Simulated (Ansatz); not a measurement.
Consider the hydrogenolysis of a C–B bond: `B[C](=C)[AlH][CH3]` + H₂ → `C=[CH][AlH][CH3]` + BH₃.

Isolated molecules relaxed with PBE0-D4/def2-TZVP in Ansatz; ΔE leaves out vibrations. CCSD(T)/CBS adds triple-zeta CCSD(T) − MP2 to the extrapolated MP2 energy (def2 sets, frozen cores). This one scheme is used for every species. Each species was taken in one conformer, which may not be the lowest.

`B[C](=C)[AlH][CH3]`:

```xyz
13

B    -0.119    1.851    0.470
C    -0.374    0.729   -0.558
C    -0.956    1.100   -1.718
Al    0.069   -1.160   -0.314
C     0.908   -1.800    1.325
H     0.379    1.635    1.541
H    -0.426    2.982    0.203
H    -1.229    2.139   -1.917
H    -1.190    0.397   -2.519
H    -0.298   -2.133   -1.524
H     1.125   -2.871    1.308
H     0.267   -1.601    2.190
H     1.846   -1.268    1.515
```

H₂:

Cartesian coordinates in Å:
```
H -0.119 -0.197 -0.294
H 0.119 0.197 0.294
```

`C=[CH][AlH][CH3]`:

Z-matrix (Å, degrees):
```
C
Al 1 1.954
H 1 1.092 2 112.4
H 1 1.095 2 111.3 3 -120.9
H 1 1.095 2 111.2 3 120.7
C 2 1.945 1 118.6 3 179.2
H 2 1.592 1 121.6 3 -0.8
C 6 1.336 2 120.8 1 -0.1
H 6 1.091 2 122.8 1 179.9
H 8 1.089 6 121.8 2 -0.0
H 8 1.089 6 123.1 2 180.0
```

BH₃:

Z-matrix (Å, degrees):
```
B
H 1 1.193
H 1 1.193 2 120.0
H 1 1.193 2 120.0 3 180.0
```

| level | ΔE (kcal/mol) |
| --- | --- |
| MP2/def2-TZVPP | 2.7 |
| SCS-MP2/def2-TZVPP | 0.9 |

(1) What does CCSD(T)/CBS give? (Estimate.)

Largest T1 diagnostic among the species: 0.011.

## Answers

(1) Computed: +1.8 kcal/mol. The listed levels differ from it by 0.9, -0.9 kcal/mol.

The D4 term adds +1.8 kcal/mol with B3LYP and +1.0 kcal/mol with PBE0; it sums over pairs of atoms, weighted by their polarisabilities, and B3LYP, whose exchange is more repulsive, gets the larger term. From PBE to PBE0 (25 % exact exchange), in def2-TZVPP and without D4, ΔE moves by −1.3 kcal/mol. In def2-TZVPP, CCSD(T) changes the Hartree–Fock value by +5.6 kcal/mol (the triples alone add +1.4 kcal/mol) and MP2 by +7.0 kcal/mol.

B3LYP here is the variant with VWN-RPA as its local correlation; programs differ in this.
